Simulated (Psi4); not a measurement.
I₂Sn, triplet, at a GFN2-xTB geometry (such geometries of metal compounds can be far from the true shape) (the spin is typed, not shown lowest) (all electrons, no relativity).

The Psi4 input:
```
memory 2 GB

molecule mol {
0 3
Sn   -0.004530    0.000503    1.537771
I     0.885243   -1.501956   -0.722271
I    -0.880970    1.501482   -0.728456
}

set {
  basis sto-3g
  reference uks
  scf_type pk
}

energy('b3lyp')
print_variables()
```

### Question
What does this run give for the dipole moment, number of basis functions, nuclear repulsion energy, <S^2>?

### Answer

```
Property                          Value
-------------------------  ------------
dipole moment                    0.82 D
number of basis functions            81
nuclear repulsion energy   1408.6275 Eh
<S^2>                             2.001
```

These values belong to the state on which the SCF converged, which isn't shown to be the lowest.
